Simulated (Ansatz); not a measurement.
`CC[O][In]([F])[F]` + HI → `[F][In]([F])[I]` + `CCO` at 500 K and 1 bar (ligand exchange at the In–O bond).

Computed with Ansatz on PBE0-D4/def2-TZVP structures; ΔE is electronic, products minus reactants. CBS: MP2 limit from def2 TZ/QZ plus the TZ coupled-cluster correction, frozen cores. def2 core potentials past Kr. For I, In outer-core shells are correlated without core-valence functions, which leaves a few kJ/mol of doubt a bond. Each species was taken in one conformer, which may not be the lowest.

```json
{"species": "`CC[O][In]([F])[F]`", "CCSD(T)/CBS energy (Eh)": "-543.74993", "H − E (kJ/mol)": "245.1", "S (J/(mol·K))": "471.2"}
{"species": "HI", "CCSD(T)/CBS energy (Eh)": "-298.03592", "H − E (kJ/mol)": "28.6", "S (J/(mol·K))": "221.6"}
{"species": "`[F][In]([F])[I]`", "CCSD(T)/CBS energy (Eh)": "-686.94930", "H − E (kJ/mol)": "43.9", "S (J/(mol·K))": "387.6"}
{"species": "`CCO`", "CCSD(T)/CBS energy (Eh)": "-154.88256", "H − E (kJ/mol)": "240.4", "S (J/(mol·K))": "310.3"}
```

H − E and S are ideal-gas, rigid-rotor, harmonic terms from PBE0-D4/def2-TZVP, for one conformer and one mirror image of each species. 1 Eh = 2625.50 kJ/mol, R = 8.31446 J/(mol·K).

Task: By hand: ΔE, ΔH, ΔS and ΔG.

Result: ΔE = (-686.94930) + (-154.88256) − (-543.74993) − (-298.03592) = -0.04601 Eh = -120.8 kJ/mol. Δ(H − E) = 43.9 + 240.4 − 245.1 − 28.6 = 10.6, so ΔH = -110.2 kJ/mol. ΔS = 387.6 + 310.3 − 471.2 − 221.6 = 5.1 J/(mol·K). ΔG = -110.2 − 500 × (5.1)/1000 = -112.8 kJ/mol.

Task: By hand: the equilibrium constant, and the temperature at which ΔG would vanish if ΔH and ΔS stayed fixed.

Result: log₁₀ K = −ΔG/(RT ln 10) = 11.8. ΔH and −TΔS have one sign here, so there is no such temperature. One of them is within its doubt of zero, so this could turn.

The number of gas molecules stays the same, so ΔS is small and ΔH decides. A doubt of 5 kJ/mol in ΔE shifts log₁₀ K by 0.5 here. Other conformers and mirror images would add mixing entropy, several J/(mol·K) or more a flexible species. Modes under 60 cm⁻¹, often nearly free rotors, make the harmonic entropy too high. These are equilibria of isolated gas molecules and say nothing of rates. Largest T1 diagnostic: 0.017 (customary marks: 0.02 for closed shells, 0.045 for open ones).
